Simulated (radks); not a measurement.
Spherical quantum dot in the effective-mass picture: electrons in a parabolic well V = omega^2 r^2 / 2 with omega = 0.427, all in effective atomic units (hartree* = m*/eps^2 hartree, bohr* = eps/m* bohr), one dielectric constant everywhere. Calculated with a radial shooting solver with Libxc functionals: non-relativistic Kohn-Sham, PBEsol, spin-polarised, spherical densities. Levels are named by radial order and angular momentum (1s, 1p, 1d, 2s, ...), and open shells are averaged over m. Results are scaled to m* = 0.085 and eps = 4.5, for which hartree* = 114.2 meV and bohr* = 2.802 nm.

N = 4, configuration 1s2 1p(up 2, down 0). This is the lowest configuration that the search found. Occupied and some empty levels:

| level | occupation | eigenvalue (meV) | <r> (nm) |
|---|---|---|---|
| 1s up | 1 | 218.93 | 5.945 |
| 1s down | 1 | 225.54 | 5.792 |
| 1p up | 2 | 251.71 | 7.390 |
| 1p down | 0 | 259.93 | 7.378 |
| 1d up | 0 | 289.20 | 8.517 |
| 1d down | 0 | 297.46 | 8.586 |
| 2s up | 0 | 298.24 | 7.673 |
| 2s down | 0 | 303.03 | 7.776 |
| 1f up | 0 | 329.71 | 9.499 |
| 1f down | 0 | 337.29 | 9.608 |

Energy (meV): total 637.583, kinetic 146.05, external 263.93, Hartree 345.83, exchange-correlation -118.22.
